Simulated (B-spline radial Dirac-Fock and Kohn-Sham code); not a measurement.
## Elastic and transport cross sections of gadolinium for electrons

Level of theory: relativistic (Dirac) partial waves in the static field of the Dirac-Fock atom with Furness-McCarthy exchange, without polarisation or absorption potentials; a radial finite-basis atomic code. Below a few hundred eV the neglected polarisation potential matters, most of all at small angles. σ_tr1 and σ_tr2 weight the cross section with 1 − P₁ and 1 − P₂ of cos θ; "backward" is the share scattered beyond 90°.

```
energy (eV)  σ (a₀²)  σ_tr1 (a₀²)  σ_tr2 (a₀²)  σ/σ_tr1  backward (%)
         50     60.8         11.1         19.3     5.50           6.6
       55.8     58.3         9.38         16.4     6.21           5.5
       67.5        ?            ?            ?        ?             ?
       88.6     46.1         5.31         8.20     8.69           3.4
       94.9     44.3         5.07         7.62     8.75           3.4
        100     43.0         4.93         7.28     8.71           3.4
        104     42.0         4.86         7.08     8.64           3.4
        125     37.5         4.73         6.66     7.92           4.0
        151     33.3         4.86         6.81     6.84           4.9
        162     31.8         4.94         6.92     6.44           5.3
        200     27.9         5.18         7.17     5.40           6.7
        201     27.9         5.18         7.17     5.38           6.7
        206     27.4         5.20         7.18     5.28           6.9
        228     25.8         5.27         7.15     4.91           7.5
        246     24.7         5.29         7.05     4.68           8.0
        300     22.2         5.21         6.52     4.26           9.2
        323     21.3         5.13         6.23     4.15           9.5
        411     18.9         4.72         5.14     4.00            10
        434     18.4         4.60         4.89     3.99            11
        439     18.3         4.58         4.83     3.99            11
        500     17.2         4.26         4.24     4.03            11
```

Task: Fill in the row for 67.5 eV.

Result: σ = 53.4 a₀², σ_tr1 = 7.14 a₀², σ_tr2 = 12.1 a₀², σ/σ_tr1 = 7.48, backward 4.2 %. The ratio σ/σ_tr1 is roughly the number of elastic collisions that randomise the direction.

Values without a named source are computed, but for edge energies of neutral atoms, which are taken from tables.
